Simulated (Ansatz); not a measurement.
`O[BH][SnH2][OH]` + `O[SiH3]` → `[OH][SnH2][O][SiH3]` + `BO`  (cleavage of the Sn–B bond)

Calculated with Ansatz (gas phase, PBE0-D4/def2-TZVP geometries, no zero-point term in ΔE). CCSD(T)/CBS adds triple-zeta CCSD(T) − MP2 to the extrapolated MP2 energy (def2 sets, frozen cores). This one scheme is used for every species. Functionals use def2-TZVPP. def2 core potentials past Kr. For Sn outer-core shells are correlated without core-valence functions, which leaves a few kJ/mol of doubt a bond. One conformer a species, not always the lowest.

```
  level  ΔE (kJ/mol)
 revPBE        -46.3
r2SCANh        -57.8
```

(1) What does CCSD(T)/CBS give? (Best estimate.)

Largest T1 diagnostic among the species: 0.015.

## Answers

(1) Computed: -63.5 kJ/mol. The listed levels differ from it by 17.2, 5.7 kJ/mol.

At CCSD(T), def2-SVP lies −5.3 kJ/mol from the extrapolated value and def2-TZVPP +2.2 kJ/mol. From BLYP to BHLYP (50 % exact exchange), in def2-TZVPP and without D4, ΔE moves by −7.7 kJ/mol.

CCSD(T)/CBS has its own doubt, a few kJ/mol and more with outer-core shells, so smaller differences from it don't rank the levels.
